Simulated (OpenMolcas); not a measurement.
**d5 ions of charge +3 down a group on the Y site of Cs2NaYF6**

```
Program             : OpenMolcas 26.06
Method              : CASSCF
Spin-orbit coupling : state interaction with AMFI integrals over the reference wave functions
```

The d shell is active. Each dopant is a cluster with its nearest anions in model potentials and point charges, with no relaxation. Distances were set from a Shannon-type radius of the metal (high-spin where two are listed) plus a fixed donor radius (F 1.31 Å), in hosts weighted 0.65 to 0.35 with the host's distance in the model lattice. Ligand basis ANO-RCC-VDZP, DKH2 Hamiltonian. States (labels of O, the rotations of Oh). Energies in cm-1 above the lowest state or level, χT in cm3 K/mol; 10Dq and B are least-squares fits to the states below 45000 cm-1, weighted by degeneracy, with a free offset, and given where the rms deviation is under 5 % of |10Dq| (or 100 cm-1) and under 700 cm-1. Spin-only χT is S(S+1) / 2 for the spin of the ground state.

```csv
Ion,Shell,R (Å),Metal basis,Ground state,10Dq,B (rms of fit),First gap with spin-orbit (degeneracies),χT at 300 K,First state of another spin,Spin-only χT
Fe3+,3d5,2.033,ANO-RCC-VTZP,6A1,8778,1231 (126),"28811 (6, 2)",4.385,4T1 28898,4.375
Ru3+,4d5,2.056,ANO-RCC-VTZP,6A1,19994,794 (199),"107.1 (2, 4)",3.995,2T2 2408,4.375
```

|10Dq| changes by a factor of 19994 / 8778 = 2.28 from Fe3+ to Ru3+.

B goes from 1231 cm-1 (Fe3+) to 794 cm-1 (Ru3+).

Every ion keeps the highest spin of its shell. χT departs most from the spin-only value for Ru3+, by -0.380 cm3 K/mol.

Without dynamic correlation the repulsion within the d shell is too large (B by tens of per cent), so at a given field states of lower spin stand too high. Ligand-to-metal charge-transfer states are missing. With no ligand orbital active B as a rule stays too high, so bands that hang on it stand too high and its fall with covalency is understated. With metal d orbitals alone and no dynamic correlation 10Dq can be off by a tenth to a fifth, either way, in oxide and fluoride hosts (holds for Fe3+). This shell can be high or low spin here, a state of another spin lies low, and with metal d orbitals alone active their balance is uncertain, so the ground spin may be wrong (holds for Ru3+). With metal d orbitals alone the field can be off either way by tens of per cent (holds for Ru3+). No measured value stands beside these numbers; the geometry was set by hand and not optimised.
